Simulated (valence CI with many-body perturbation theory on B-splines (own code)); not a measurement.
## E1 line list for Sb XX

Level of theory: relativistic CI+MBPT: four valence electrons over a frozen Dirac-Fock core [Ar] 3d10, a basis of 11 s, 11 p, 9 d, 7 f, 5 g, 2 h, 1 i functions for each j, with the one-electron correlation potential Σ1 (screened to all orders), the two-electron term Σ2, the three-electron term Σ3, Breit, model QED; selected single and double excitations, second order for the rest (own B-spline code, finite nucleus).

No measured spectrum was set against this ion. As an estimate, levels hold to about 250 cm⁻¹ or 0.2 % of their energy and the worst to 1 %, as in measured heavy ions of charge 2 to 7; those with d or f electrons hold less well.

Lines 51 to 100 of 227 in falling wavelength, among levels below 160.58 eV, chosen from the strongest by gf and those to the six lowest levels. Wavelengths and rates use the calculated energies, so an error of 1000 cm⁻¹ moves a line at 208.2 Å by 0.21 % and its rate by three times that or more. Electric multipoles are in the length gauge, E1 and E2 with the static RPA response of the core. Weak lines are less certain than strong ones. Lines between different terms over intervals too small for the method are left out, as are lines whose strength nearly cancels. Where a level lies close to another of its J and parity, the split of strength between their lines is uncertain. The highest levels of a list are the least certain.

Names give the largest LS component (configuration and term), which can be under half, so a name can repeat, a term be missing and a line seem to break the LS rules; names also repeat where a configuration has a term twice. Letters in brackets count levels of one name in rising energy.

```
λ vac (Å)              Upper              Lower   A (s⁻¹)  S (a.u.) with core polarisation  S without
    208.2   4s4p²4d ³P_1 [a]      4s²4p4d ³F°_2  5.04e+09                         6.73e-02   7.33e-02
    208.1       4s4p²4d ³G_3      4s²4p4d ³F°_2  1.66e+10                         5.16e-01   5.63e-01
    207.5   4s4p²4d ³P_0 [b]      4s²4p4d ³D°_1  1.65e+10                         7.30e-02   7.94e-02
    207.5   4s4p²4d ³D_1 [c]      4s²4p4d ³D°_1  8.41e+09                         1.11e-01   1.21e-01
    207.5        4s4p³ ³D°_1        4s²4p² ³P_0  1.81e+10                         2.40e-01   2.61e-01
    207.0   4s4p²4d ³D_3 [a]      4s²4p4d ³F°_3  2.76e+09                         8.45e-02   9.21e-02
    206.4        4s4p³ ³P°_1        4s²4p² ¹D_2  7.64e+08                         9.95e-03   1.08e-02
    206.0   4s4p²4d ³F_2 [b]      4s²4p4d ³F°_2  1.71e+10                         3.68e-01   4.01e-01
    205.0   4s4p²4d ³F_2 [c]      4s²4p4d ³D°_1  1.42e+10                         3.03e-01   3.31e-01
    203.9        4s4p³ ³P°_0        4s²4p² ³P_1  2.09e+10                         8.74e-02   9.50e-02
    203.7        4s4p³ ¹D°_2        4s²4p² ¹D_2  2.77e+10                         5.78e-01   6.29e-01
    203.3   4s4p²4d ³D_3 [b]      4s²4p4d ³F°_3  3.78e+09                         1.10e-01   1.19e-01
    201.9   4s4p²4d ³F_3 [b]  4s²4p4d ³P°_2 [a]  7.85e+09                         2.23e-01   2.44e-01
    201.2   4s4p²4d ³D_2 [c]      4s²4p4d ³D°_1  9.29e+09                         1.87e-01   2.04e-01
    201.1   4s4p²4d ³D_2 [b]  4s²4p4d ³P°_2 [a]  8.48e+09                         1.70e-01   1.85e-01
    199.7        4s4p³ ¹P°_1        4s²4p² ¹S_0  1.56e+10                         1.83e-01   2.00e-01
    199.5   4s4p²4d ³P_1 [b]  4s²4p4d ³P°_2 [a]  1.86e+10                         2.19e-01   2.38e-01
    199.3        4s4p³ ³P°_1        4s²4p² ³P_1  2.44e+10                         2.85e-01   3.11e-01
    196.8        4s4p³ ¹D°_2        4s²4p² ³P_1  2.11e+08                         3.96e-03   4.29e-03
    195.9           4p⁴ ³P_0        4s4p³ ³D°_1  2.84e+10                         1.05e-01   1.15e-01
    195.4      4s²4p4d ³F°_2        4s²4p² ³P_2  6.05e+09                         1.11e-01   1.21e-01
    194.6           4p⁴ ¹D_2        4s4p³ ³D°_3  9.65e+09                         1.75e-01   1.91e-01
    193.1   4s4p²4d ³P_1 [c]      4s²4p4d ³D°_1  7.93e+09                         8.45e-02   9.18e-02
    192.9   4s4p²4d ³F_3 [b]      4s²4p4d ³F°_3  2.75e+10                         6.81e-01   7.41e-01
    192.4   4s4p²4d ³F_2 [c]      4s²4p4d ³F°_3  8.51e+09                         1.49e-01   1.62e-01
    191.4   4s4p²4d ³D_1 [a]      4s²4p4d ³F°_2  3.68e+10                         3.82e-01   4.15e-01
    191.2       4s4p²4d ³G_3        4s4p³ ³P°_2  2.81e+09                         6.78e-02   7.41e-02
    189.3   4s4p²4d ³P_2 [b]  4s²4p4d ³P°_2 [a]  1.88e+10                         3.15e-01   3.43e-01
    189.0   4s4p²4d ³D_2 [c]      4s²4p4d ³F°_3  5.02e+10                         8.37e-01   9.10e-01
    188.4           4p⁴ ³P_1        4s4p³ ³D°_2  1.27e+10                         1.26e-01   1.37e-01
    187.8           4p⁴ ³P_2        4s4p³ ⁵S°_2  5.30e+09                         8.66e-02   9.41e-02
    187.6   4s4p²4d ³D_3 [c]      4s²4p4d ³F°_3  2.48e+09                         5.65e-02   6.16e-02
    187.2        4s4p³ ³S°_1        4s²4p² ¹D_2  8.01e+10                         7.78e-01   8.46e-01
    186.6      4s²4p4d ³D°_1        4s²4p² ¹S_0  2.83e+06                         2.72e-05   3.34e-05
    183.8        4s4p³ ¹P°_1        4s²4p² ³P_2  7.69e+10                         7.08e-01   7.69e-01
    182.9      4s²4p4d ³F°_3        4s²4p² ³P_2  2.34e+08                         4.95e-03   5.41e-03
    182.7   4s4p²4d ³D_2 [a]      4s²4p4d ³F°_2  2.37e+10                         3.57e-01   3.88e-01
    181.3   4s4p²4d ³P_2 [b]      4s²4p4d ³F°_3  9.91e+09                         1.46e-01   1.59e-01
    181.3        4s4p³ ³S°_1        4s²4p² ³P_1  2.77e+10                         2.45e-01   2.66e-01
    180.9           4p⁴ ³P_1        4s4p³ ³D°_1  1.11e+10                         9.76e-02   1.06e-01
    180.2   4s4p²4d ³F_2 [c]      4s²4p4d ³F°_2  5.86e+09                         8.46e-02   9.20e-02
    178.4        4s4p³ ³P°_2        4s²4p² ¹D_2  5.50e+08                         7.70e-03   8.44e-03
    178.1       4s4p²4d ⁵D_2        4s4p³ ³D°_3  3.81e+09                         5.31e-02   5.75e-02
    177.2   4s4p²4d ³D_2 [c]      4s²4p4d ³F°_2  6.21e+09                         8.52e-02   9.22e-02
    177.0   4s4p²4d ³D_1 [a]        4s4p³ ³P°_2  1.16e+10                         9.56e-02   1.04e-01
    175.4  4s²4p4d ³P°_2 [a]        4s²4p² ³P_2  4.41e+09                         5.87e-02   6.38e-02
    173.0        4s4p³ ³P°_2        4s²4p² ³P_1  7.37e+08                         9.41e-03   1.02e-02
    172.7      4s²4p4d ³D°_1        4s²4p² ³P_2  4.66e+09                         3.55e-02   3.86e-02
    172.6        4s4p³ ³P°_1        4s²4p² ³P_0  4.09e+09                         3.12e-02   3.38e-02
    172.2   4s4p²4d ³F_2 [a]        4s4p³ ³D°_3  5.24e+09                         6.60e-02   7.15e-02
```
